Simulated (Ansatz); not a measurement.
A series at Sn: from `[SH][Sn]([SH])([SH])[SH]`, ligands are replaced one by one, each step taking up H₂ and setting free H₂S; n counts the steps. Ansatz, PBE0-D4/def2-TZVP geometries. Each molecule was computed in one conformer, which needn't be the lowest.

CBS adds triple-zeta CCSD(T) − MP2 to the MP2 limit, frozen cores; atoms without spin–orbit coupling. Elements past krypton have def2 core potentials. Outer-core shells of Sn are correlated without core-valence functions. Spin–orbit coupling is left out.

```
n                    molecule  atomization energy, CCSD(T)/CBS (kJ/mol)
0  `[SH][Sn]([SH])([SH])[SH]`                                         ?
1       `[SH][SnH]([SH])[SH]`                                    2175.8
2            `[SH][SnH2][SH]`                                    1815.1
3                `[SH][SnH3]`                                    1457.5
4                    `[SnH4]`                                    1104.7
```

Problem. By hand: fit a straight line y = ȳ + b (n − n̄) to the 4 given rows and predict n = 0.

Solution. n̄ = 2.500, ȳ = 1638.28; Σ(n − n̄)(y − ȳ) = -1785.45, Σ(n − n̄)² = 5.000, so b = -357.09 kJ/mol a step. Prediction: 1638.28 + (-357.09) × (-2.500) = 2531.0 kJ/mol.

Problem. By hand: compare with the computed value, 2536.1 kJ/mol, and give the steps along the whole series.

Solution. The line misses by 5.1 kJ/mol (computed minus predicted). Steps: -360.3, -360.7, -357.6, -352.8 kJ/mol.

The steps differ by at most 7.9 kJ/mol, 2.2 % of a mean step, so the ligands' effects nearly add and a line is close. The miss is 0.4 % of the series' range. The energies themselves are unsure by some kJ/mol a bond, though much of that is common to the series.
